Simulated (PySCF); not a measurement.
## Nuclear quadrupole coupling in `C=C[SiH2][C@@](C)(Cl)COC`

Compound: C6H13ClOSi.
Z-matrix (Å and degrees, GFN2-xTB geometry), rows numbered from 1:
```
C 
C   1  1.3232
Si  2  1.8796  1  124.76
C   3  1.9257  2  107.65  1  -127.50
C   4  1.5136  3  112.96  2   172.06
Cl  4  1.7951  3  108.49  2   -67.83
C   4  1.5178  3  106.92  2    48.68
O   7  1.4097  4  104.91  3    39.88
C   8  1.4033  7  114.01  4  -168.07
H   1  1.0802  2  122.72  3   179.87
H   1  1.0774  2  121.49  3    -0.22
H   2  1.0847  1  118.36  3   179.88
H   3  1.4591  2  113.56  1    -4.98
H   3  1.4707  2  109.41  1   118.96
H   5  1.0874  4  110.62  3    56.13
H   5  1.0876  4  108.49  3   -63.14
H   5  1.0902  4  111.33  3   177.04
H   7  1.0992  4  110.32  3   -78.48
H   7  1.1011  4  112.71  3   160.47
H   9  1.0965  8  111.13  7    59.66
H   9  1.0963  8  111.13  7   -61.78
H   9  1.0880  8  106.66  7   178.92
```

Field gradients from the PBE0/pcSseg-1 density (PySCF, non-relativistic), principal values in atomic units, ordered |Vxx| ≤ |Vyy| ≤ |Vzz|:

```
atom      Vxx      Vyy      Vzz
 Cl6  -1.8306  -1.9292   3.7598
  O8   0.0419   1.9630  -2.0049
```

Problem. Find the asymmetry η = (Vxx − Vyy)/Vzz and the couplings χ = eQV/h (234.96 MHz × Q in barn × V in au), with Q(35Cl) = −0.0817 b, Q(17O) = −0.0256 b.

Solution. 
| atom | environment | nucleus | η | χzz (MHz) | χxx (MHz) | χyy (MHz) |
| --- | --- | --- | --- | --- | --- | --- |
| Cl6 | alkyl chlorine | 35Cl | 0.03 | -72.17 | 35.14 | 37.03 |
| O8 | ether oxygen | 17O | 0.96 | 12.06 | -0.25 | -11.81 |

The gradient is axial or nearly so (η below 0.05) at Cl6. At O8 η is above 0.9: Vyy and Vzz are nearly equal in size and opposite in sign, so a small change could swap them and flip the sign of χzz. The tensor is traceless: Vxx + Vyy + Vzz = 0.

Problem. What is Vzz at O8 in SI units (1 au = 9.71736 × 10²¹ V/m²)?

Solution. -2.0049 au = -19.482 × 10²¹ V/m².

Problem. And the gradient at the other heavy atoms, for which no coupling is worked out here?

Solution. 
| atom | environment | Vzz (au) | η |
| --- | --- | --- | --- |
| C1 | terminal =CH2 carbon | 0.368 | 0.37 |
| C2 | alkene CH carbon | 0.360 | 0.34 |
| Si3 | SiH2 silicon | 0.206 | 0.56 |
| C4 | sp3 C–Cl carbon | 0.505 | 0.33 |
| C5 | methyl carbon | 0.104 | 0.04 |
| C7 | sp3 carbon bound to oxygen | 0.353 | 0.32 |
| C9 | methoxy carbon | 0.390 | 0.08 |

Were the hydrogens deuterons (Q(2H) = 0.00286 b), χzz would run from 106 kHz (H14) to 224 kHz (H11).

Geometry: GFN2-xTB, one conformer, isolated molecule. GFN2-xTB bond lengths can be off by several hundredths of an ångström, more for odd bonds, and the gradients follow them. With so small a basis the couplings can be 20 % off.

These values come from a run that also computed NMR shieldings. Hardware: one thread, Arm Neoverse V1 (aarch64), no GPU (shared host). Cost: 61 s (with the writing of density and orbital grids), 1.0 GiB resident at most.
